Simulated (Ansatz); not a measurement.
Total energies of `c1csc(-c2cnc(-c3cnc(-c4cnc(-c5cnc(-c6cnc(-c7cnc(-c8cnc(-c9cnc(-c%10cncs%10)s9)s8)s7)s6)s5)s4)s3)s2)n1` from Ansatz at PBE-D4/def2-SVP, gas phase (1 Eh = 27.2114 eV = 2625.5 kJ/mol). The reference geometry is relaxed at PBE-D4/def2-SVP.

```
                state   geometry  energy (Eh)
     charge 0 singlet  reference  -5673.88933
     charge 1 doublet  reference  -5673.66109
    charge -1 doublet  reference  -5673.98764
free C atom (triplet)          –    -37.75124
free S atom (triplet)          –   -397.80063
free N atom (quartet)          –    -54.46658
free H atom (doublet)          –     -0.49863
```

Single mean-field runs in def2-SVP are fitted with def2-universal-jkfit.

Task: Work out the vertical ionisation energy to the doublet.

Result: E(charge 1 doublet) − E(charge 0 singlet) = -5673.66109 − (-5673.88933) = 0.22824 Eh = 6.21 eV. For comparison, −ε of the highest occupied level is 5.09 eV at this level, 1.12 eV less.

Task: Work out the vertical electron affinity, to the doublet.

Result: E(charge 0 singlet) − E(charge -1 doublet) = -5673.88933 − (-5673.98764) = 0.09831 Eh = 2.68 eV. The basis lacks diffuse functions, which makes affinities too small.

Task: Give the fundamental gap IE − EA, the Mulliken electronegativity (IE + EA)/2 and the hardness (IE − EA)/2.

Result: From the values in Eh: IE − EA = 0.22824 − 0.09831 = 0.12993 Eh = 3.54 eV; (IE + EA)/2 = 4.44 eV; (IE − EA)/2 = 1.77 eV. The HOMO–LUMO gap of the same run is 1.38 eV, 2.16 eV smaller than the fundamental gap.

Task: What is the binding energy per atom against free atoms?

Result: Atoms: 30 × (-37.75124) + 10 × (-397.80063) + 10 × (-54.46658) + 12 × (-0.49863) = -5661.19286 Eh. Binding: -5661.19286 − (-5673.88933) = 12.69647 Eh = 345.49 eV, or 5.57 eV for each of 62 atoms (no zero-point energy, no counterpoise term).
